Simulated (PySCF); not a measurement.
Electron correlation in F⁻ (fluorine, charge -1)

[Ne], closed-shell 1S. All numbers are calculated (PySCF 2.14, no relativity, point nucleus, in dyall-av3z (15s9p3d2f, 71 functions)). Frozen: 1s2; 8 electrons correlated; the 14 highest virtual orbitals of each spin left out.

| level | correlation energy (mhartree) |
| --- | --- |
| CCSD | -295.20 |
| (T) | -10.70 |
| CCSD(T) | -305.90 |

Diagnostics: T1 = 0.021, D1 = 0.0345, largest double amplitude 0.033.

Cost of the coupled-cluster step: roughly 1.5 core-seconds, for 8 correlated electrons.
